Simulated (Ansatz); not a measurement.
A nudged elastic band was laid between two geometries of Cl3HOSi + H2 (8 atoms, charge 0, multiplicity 1).

Level of theory: UKS PBE-D4/def2-SVP (Ansatz 0.2.0).

```yaml
movable_images: 2
climbing_image: no
spring: 5.0 eV/Å²
optimiser: quadratic models (default)
start_path: through a guess of the saddle point
force_threshold: 0.05 eV/Å
iteration_limit: 60
end_points: relaxed
```

First end point:

```xyz
8
Properties=species:S:1:pos:R:3
Si -0.979 -0.040 -0.608
O 0.521 -0.667 -0.296
Cl -1.685 -0.667 -2.439
Cl -0.946 2.019 -0.610
Cl -2.199 -0.718 0.886
H 1.801 0.097 1.722
H 2.259 0.396 2.264
H 1.228 -0.420 -0.920
```

Last end point:

```xyz
8
Properties=species:S:1:pos:R:3
Si -0.959 -0.111 0.393
O 1.866 -0.113 -0.149
Cl -0.852 -1.081 -1.441
Cl -0.549 1.910 0.134
Cl -2.945 -0.214 0.973
H 1.857 0.849 -0.320
H -0.143 -0.750 1.451
H 1.724 -0.490 -1.040
```

(1) Which bonds break or form, and what moves?

(2) Give the energies along the band, and the barrier.

(3) What is the geometry of the highest image?

Answers

(1) Bonds broken: Si1–O2, H6–H7. Bonds formed: Si1–H7, O2–H6. Cl3HOSi + H2 becomes Cl3HSi + H2O.

(2) The run converged. The highest image is number 2 of 0 to 3, 72.2 kJ/mol above the first end and 14.8 kJ/mol above the last; the last end lies 57.4 kJ/mol above the first. No image climbed, so the highest image needn't sit at the top of the path. A band with more images between the same ends climbed to 1.96 eV, so this one has probably stepped over the top. So few images can step over the top or miss a turn of the path. The orbitals stay closed-shell, which can raise the energy where a bond breaks towards radicals; this wasn't checked here.

| image | path coordinate (Å) | energy (kJ/mol) | Si1–O2 (Å) | H6–H7 (Å) | Si1–H7 (Å) |
| --- | --- | --- | --- | --- | --- |
| 0 | 0.00 | 0.0 | 1.66 | 0.77 | 4.35 |
| 1 | 2.89 | 27.1 | 1.67 | 0.78 | 2.83 |
| 2 | 5.78 | 72.2 | 3.44 | 2.77 | 1.48 |
| 3 | 8.66 | 57.4 | 2.88 | 3.11 | 1.48 |

(3) 
```xyz
8
Properties=species:S:1:pos:R:3
Si -1.120 0.392 0.276
O 2.222 -0.310 -0.135
Cl -0.803 -0.727 -1.447
Cl -1.680 2.293 -0.285
Cl -2.654 -0.490 1.337
H 2.150 -1.233 0.170
H 0.128 0.424 1.077
H 1.757 -0.350 -0.993
```

Time of the run: 2.9 min on 4 threads of Arm Neoverse N1, with other jobs on the host, peak memory 0.19 GiB.
